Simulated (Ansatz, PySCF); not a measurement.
Reaction (SMILES): BB (B2H4) + [H][H] (H2) -> 2 B (BH3)
Structures are relaxed separately at B3LYP-D3(BJ)/def2-TZVP in Ansatz (a program for electronic structure), one conformer each, not searched for the lowest.
Geometry of the first species:
```xyz
6

B      0.0005     0.0106     0.8133
B     -0.0005    -0.0106    -0.8133
H      1.0141     0.0110     1.4491
H     -1.0125     0.0267     1.4501
H      0.0070     0.9944    -1.4628
H     -0.0087    -1.0321    -1.4364
```
Charge 0, spin multiplicity 1.

Wanted: energy of full hydrogenation (0 K, with B3LYP-D3(BJ) harmonic zero-point energies from PySCF), in eV. Correlated levels leave the core frozen unless marked. No spin-orbit coupling. No relativistic terms. CBS marks a two-point X^-3 extrapolation of the correlation energy; Hartree-Fock from the larger set.

```json
[
 {"level": "HF/def2-TZVPD", "program": "PySCF", "energy of full hydrogenation (eV)": "-0.34"},
 {"level": "HF-D4/def2-TZVPD", "program": "PySCF + dftd4", "energy of full hydrogenation (eV)": "-0.28"},
 {"level": "BLYP-D3(BJ)/def2-TZVPD", "program": "Ansatz + dftd3", "energy of full hydrogenation (eV)": "0.12"},
 {"level": "BLYP/def2-TZVPD", "program": "Ansatz", "energy of full hydrogenation (eV)": "0.08"},
 {"level": "revPBE-D3(BJ)/def2-TZVPD", "program": "Ansatz + dftd3", "energy of full hydrogenation (eV)": "0.20"},
 {"level": "PBE0-D4/def2-TZVP", "program": "Ansatz + dftd4", "energy of full hydrogenation (eV)": "0.10"},
 {"level": "CAM-B3LYP-D3(BJ)/def2-TZVPD", "program": "Ansatz + dftd3", "energy of full hydrogenation (eV)": "-0.01"},
 {"level": "LC-wPBE/def2-TZVPD", "program": "Ansatz", "energy of full hydrogenation (eV)": "0.02"},
 {"level": "RPA@PBE/cc-pVTZ", "program": "Ansatz", "energy of full hydrogenation (eV)": "-0.15"},
 {"level": "RI-MP2/cc-pVQZ", "program": "Ansatz", "energy of full hydrogenation (eV)": "-0.08"},
 {"level": "SCS-MP2/def2-SVP", "program": "Ansatz", "energy of full hydrogenation (eV)": "-0.20"},
 {"level": "CCSD/def2-SVPD", "program": "Ansatz", "energy of full hydrogenation (eV)": "-0.17"},
 {"level": "CCSD/def2-QZVPP", "program": "Ansatz", "energy of full hydrogenation (eV)": "-0.09"},
 {"level": "CCSD(T)/CBS(cc-pVTZ,cc-pVQZ)", "program": "Ansatz", "energy of full hydrogenation (eV)": "-0.04"},
 {"level": "CCSD(T)/CBS(def2-TZVPPD,def2-QZVPPD)", "program": "Ansatz", "energy of full hydrogenation (eV)": "-0.03"}
]
```
